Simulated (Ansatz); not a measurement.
Consider the isomerisation: `C=[CH][Zn][CH]=C` → `C=[C]1C[CH2][Zn]1`.

Calculated with Ansatz (gas phase, PBE0-D4/def2-TZVP geometries, no zero-point term in ΔE). CBS: MP2 limit from def2 TZ/QZ plus the TZ coupled-cluster correction, frozen cores. Functionals use def2-TZVPP. For Zn outer-core shells are correlated without core-valence functions, which leaves a few kJ/mol of doubt a bond. Scalar relativity is left out up to krypton. One conformer a species, not always the lowest.

`C=[CH][Zn][CH]=C`:

Cartesian coordinates in Å:
```
C 2.350 0.069 -1.440
C 1.042 0.093 -1.699
Zn -0.319 0.267 -0.348
C -1.657 0.420 1.030
C -1.848 -0.489 1.987
H 2.750 0.151 -0.432
H 3.099 -0.033 -2.225
H 0.762 0.003 -2.750
H -2.313 1.291 1.061
H -2.611 -0.374 2.756
H -1.256 -1.398 2.059
```

`C=[C]1C[CH2][Zn]1`:

```xyz
11

C     1.991   -0.158   -0.599
C     0.782    0.328   -0.383
C    -0.395   -0.401    0.317
C    -1.690    0.436    0.363
Zn   -0.532    1.806   -0.564
H     2.283   -1.163   -0.291
H     2.754    0.428   -1.098
H    -0.075   -0.644    1.335
H    -0.574   -1.337   -0.221
H    -2.509    0.028   -0.226
H    -2.036    0.678    1.366
```

```json
{"species": "`C=[CH][Zn][CH]=C`", "PBE-D4 energy (Eh)": "-1934.94328"}
{"species": "`C=[C]1C[CH2][Zn]1`", "PBE-D4 energy (Eh)": "-1934.91539"}
```

Question: Work out ΔE.

Answer: ΔE = (-1934.91539) − (-1934.94328) = 0.02789 Eh = +73.2 kJ/mol. CCSD(T)/CBS gives +94.3 kJ/mol.

Largest T1 diagnostic among the species: 0.017.

The D4 term adds −7.1 kJ/mol with B3LYP and −3.6 kJ/mol with PBE0; it sums over pairs of atoms, weighted by their polarisabilities, and B3LYP, whose exchange is more repulsive, gets the larger term. In def2-TZVPP, CCSD(T) changes the Hartree–Fock value by −46.5 kJ/mol (the triples alone add −8.3 kJ/mol) and MP2 by −53.5 kJ/mol.

B3LYP here is the variant with VWN-RPA as its local correlation; programs differ in this.
